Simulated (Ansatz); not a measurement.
Consider the formal exchange of groups at the Se–Ga bond: `C[O][GaH][SeH]` + `C=C[SiH2]O` → `O[SiH2]/C=C/[SeH]` + `C[O][GaH2]`.

Program: Ansatz. Geometries: PBE0-D4/def2-TZVP. ΔE: electronic, gas phase. CCSD(T)/CBS adds triple-zeta CCSD(T) − MP2 to the extrapolated MP2 energy (def2 sets, frozen cores). Functionals use def2-TZVPP. B3LYP here is the variant with VWN-RPA as its local correlation; programs differ in this. For Ga, Se outer-core shells are correlated without core-valence functions, which leaves a few kJ/mol of doubt a bond. Scalar relativity is left out up to krypton. Each species was taken in one conformer, which may not be the lowest.

```json
{"level": "PBE-D4", "ΔE (kJ/mol)": "128.3", "difference from CCSD(T)/CBS": "-14.1"}
{"level": "PBE0-D4", "ΔE (kJ/mol)": "136.5", "difference from CCSD(T)/CBS": "-5.9"}
{"level": "B3LYP-D4", "ΔE (kJ/mol)": "135.4", "difference from CCSD(T)/CBS": "-7.0"}
{"level": "ωB97M-V", "ΔE (kJ/mol)": "138.4", "difference from CCSD(T)/CBS": "-4.0"}
{"level": "B2PLYP", "ΔE (kJ/mol)": "137.8", "difference from CCSD(T)/CBS": "-4.6"}
{"level": "PBE", "ΔE (kJ/mol)": "129.2", "difference from CCSD(T)/CBS": "-13.2"}
{"level": "r2SCAN", "ΔE (kJ/mol)": "136.3", "difference from CCSD(T)/CBS": "-6.1"}
{"level": "PBE0", "ΔE (kJ/mol)": "137.3", "difference from CCSD(T)/CBS": "-5.1"}
{"level": "B3LYP", "ΔE (kJ/mol)": "136.8", "difference from CCSD(T)/CBS": "-5.6"}
{"level": "HF/def2-TZVPP", "ΔE (kJ/mol)": "155.1", "difference from CCSD(T)/CBS": "12.7"}
{"level": "SCS-MP2/def2-TZVPP", "ΔE (kJ/mol)": "136.7", "difference from CCSD(T)/CBS": "-5.7"}
{"level": "CCSD(T)/def2-TZVPP", "ΔE (kJ/mol)": "139.0", "difference from CCSD(T)/CBS": "-3.4"}
{"level": "MP2/def2-QZVPP", "ΔE (kJ/mol)": "138.3", "difference from CCSD(T)/CBS": "-4.1"}
{"level": "SCS-MP2/def2-QZVPP", "ΔE (kJ/mol)": "137.6", "difference from CCSD(T)/CBS": "-4.8"}
{"level": "MP2/CBS(def2)", "ΔE (kJ/mol)": "140.4", "difference from CCSD(T)/CBS": "-2.0"}
{"level": "CCSD/CBS(def2)", "ΔE (kJ/mol)": "145.1", "difference from CCSD(T)/CBS": "2.7"}
{"level": "CCSD(T)/CBS", "ΔE (kJ/mol)": "142.4", "difference from CCSD(T)/CBS": "0"}
```

Largest T1 diagnostic among the species: 0.015.

In def2-TZVPP, CCSD(T) changes the Hartree–Fock value by −16.1 kJ/mol (the triples alone add −2.7 kJ/mol) and MP2 by −18.0 kJ/mol. From PBE to PBE0 (25 % exact exchange), in def2-TZVPP and without D4, ΔE moves by +8.1 kJ/mol.
